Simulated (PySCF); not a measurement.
Ionisation energy of Ba by level of theory

Ba [Xe] 6s2 (1S) → Ba⁺ [Xe] 6s1 (2S), as a difference of total energies. All numbers are calculated (PySCF 2.14, the spin-free X2C one-electron Hamiltonian (Gaussian nucleus), in aug-cc-pVDZ-X2C). Correlated levels: valence: [Xe] frozen. The calculations carry no spin-orbit coupling.

| method | ionisation energy (eV) |
| --- | --- |
| UHF | 4.278 |
| LDA | 5.414 |
| PBE | 5.246 |
| PBE0 | 5.155 |
| r2SCAN | 4.951 |
| B3LYP | 5.280 |
| BHandHLYP | 5.076 |
| TPSS | 5.121 |
| M06-2X | 5.449 |
| MP2 (valence) | 4.685 |
| SCS-MP2 (valence) | 4.767 |

How much does correlation contribute at MP2 (valence)?

4.685 − (4.278) = 0.407 eV, measured against UHF.

Errors of the correlated levels include the incompleteness of this basis and the frozen core.

MP2 underrates the near-degeneracy of ns² with np² in the lower species.

For comparison: 5.212 eV (measured; NIST Atomic Spectra Database, ionization energies).
